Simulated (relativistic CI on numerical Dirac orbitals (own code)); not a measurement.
# Lu+: sensitivity of the levels to the model

Base calculation: Dirac-Coulomb-Breit CI, KLI orbitals optimised for each configuration, model QED (radiative potential, 1s self-energy scaled to tabulated hydrogen-like ionisation energies), valence Slater integrals scaled by 0.85, P86 correlation energy added to each configuration.

CI space (outside the closed core [Xe]): 4f¹⁴6s², 4f¹⁴6s5d, 4f¹⁴6s6p, 4f¹⁴5d6p, 4f¹⁴6s7s, 4f¹⁴6s6d, 4f¹⁴5d5f, 4f¹⁴6s7p, 4f¹³6s²5d, 4f¹⁴6s8s, 4f¹⁴5d², 4f¹³5d³, 4f¹⁴6p², 4f¹³5d6p², 4f¹⁴5d6d, 4f¹³5d²6d, 4f¹⁴5d7s, 4f¹³5d²7s. Double excitations out of closed p, d and f shells are left out; levels of such configurations are missing from the list, as are those of other unlisted configurations, and high levels can miss mixing partners.

Variants: (1) Slater integrals left unscaled; (2) valence Slater integrals scaled by 0.75; (3) Breit term removed. Shifts of the energy above 4f¹⁴6s² ¹S0, in cm⁻¹, for the lowest level and the first level of each name with at least 55 % of one term (blank where a level changes its place among those of its configuration and J or its character, or is not in the variant):

```tsv
Level	Base	Δ(1)	Δ(2)	Δ(3)	Measured
4f¹⁴6s² ¹S0	0.0	0.0	0.0	0.0	0.0
4f¹⁴6s5d ³D1	11113.0	+868.4	-525.9	+42.1	11796.2
4f¹⁴6s5d ³D2	11599.9	+865.5	-527.2	+62.2	12435.3
4f¹⁴6s5d ³D3	12760.0	+842.3	-508.5	+128.4	14199.1
4f¹⁴6s5d ¹D2	15926.2	+939.9	-641.0	+123.8	17332.6
4f¹⁴6s6p ³P°0	23485.7	-96.2	+96.1	-51.9	27264.4
4f¹⁴6s6p ³P°1	24640.0	-41.0	+54.3	-41.2	28503.2
4f¹⁴5d² ³F2	27497.0	+504.6	-285.6	+121.5	29406.7
4f¹⁴6s6p ³P°2	28119.1	+73.9	-19.7	+5.9	32453.3
4f¹⁴5d² ³F3	28338.8	+504.9	-283.4	+177.0	30889.1
4f¹⁴5d² ³F4	29380.9	+526.2	-299.1	+237.3	32503.6
4f¹⁴5d² ³P0	33371.8	+1268.2	-831.5	+151.0	35652.1
4f¹⁴5d² ³P1	33885.3	+1301.3	-846.3	+184.9	36557.1
4f¹⁴5d² ³P2	33919.1	+1380.3	-907.2	+172.8	38574.9
4f¹⁴6s6p ¹P°1	33958.8	+428.2	-314.2	+7.0	38223.5
4f¹⁴5d² ¹D2	35614.3	+1514.6	-982.3	+248.0	
4f¹⁴5d² ¹G4	36842.6	+1949.4	-1245.0	+216.2	
4f¹⁴5d6p ³F°2	38201.9	+484.6	-279.6	+14.8	41225.0
4f¹⁴5d6p ³F°3	41266.0	+626.1	-371.0	+91.4	44918.7
4f¹⁴5d6p ¹D°2	41632.1	+554.0	-331.5	+107.2	45458.6
4f¹⁴5d6p ³D°1	42327.6	+880.4	-569.8	+42.2	45532.3
4f¹⁴5d6p ³D°2	43343.2	+865.5	-544.2	+78.0	46904.4
```

Correlation outside the listed configurations is missing or only estimated: errors of thousands of cm⁻¹ between configurations and terms are usual at this charge. Rates and lifetimes follow the computed energies and can be off by large factors. The fine structure of a lone outer electron comes out too small, for d and f at times inverted, and misplaced configurations move strength between like terms. 28 of the 29 excited levels that our extract of the measured tables holds in this range could be paired (the sources list more); they are missed by 2957 cm⁻¹ on average and 4656 at most, and levels without a partner can miss by more.

Measured levels: NIST Handbook of Basic Atomic Spectroscopic Data (Sansonetti and Martin, J. Phys. Chem. Ref. Data 34, 1559 (2005)).

Ionisation energy from the two ground configurations alone: base 13.41 eV; Breit term removed 13.42 eV. The NIST ASD value (semi-empirical) is 14.13 eV. The gap of more than 2 % comes from missing correlation, or from a tabulated value that is itself an estimate.

LS names give the leading component of a level, which can be under half, so a name can repeat, a term be missing and a line seem to break the LS rules.
